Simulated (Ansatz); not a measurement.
`FC(F)(F)C(Cl)Cl` and `O=CCC(F)(F)F` differ in one atom or group.

Ansatz, PBE0-D4/def2-TZVP geometries, multiplicity 1. Each molecule was computed in one conformer, which needn't be the lowest.

| property | `FC(F)(F)C(Cl)Cl` |
| --- | --- |
| size of the dipole moment (ωB97M-V/def2-TZVPP) / D | 1.31 |
| HOMO energy (PBE/def2-TZVPP) / eV | -7.81 |
| HOMO energy (PBE0/def2-TZVPP) / eV | -9.28 |
| LUMO energy (PBE0/def2-TZVPP) / eV | -0.41 |
| LUMO energy (B3LYP/def2-TZVPP) / eV | -0.70 |
| HOMO energy (B3LYP/def2-TZVPP) / eV | -9.00 |

Task: What does the change do to each property? (An estimate is asked.)

Result: The calculation gave: 
| property | `O=CCC(F)(F)F` | shift |
| --- | --- | --- |
| size of the dipole moment (ωB97M-V/def2-TZVPP) / D | 1.49 | 0.18 |
| HOMO energy (PBE/def2-TZVPP) / eV | -6.45 | 1.36 |
| HOMO energy (PBE0/def2-TZVPP) / eV | -8.12 | 1.16 |
| LUMO energy (PBE0/def2-TZVPP) / eV | -1.38 | -0.97 |
| LUMO energy (B3LYP/def2-TZVPP) / eV | -1.67 | -0.97 |
| HOMO energy (B3LYP/def2-TZVPP) / eV | -7.89 | 1.11 |

With PBE0 the HOMO rises by 1.16 eV and the LUMO falls by 0.97 eV, so the gap narrows by about 2.13 eV. PBE moves the HOMO by 1.36 eV and ωB97M-V by 1.01 eV. The zero-point energy changes by 71.7 kJ/mol with +6 modes. Dipoles are sizes alone; their direction can turn.

B3LYP here is the variant with VWN-RPA as its local correlation; programs differ in this.
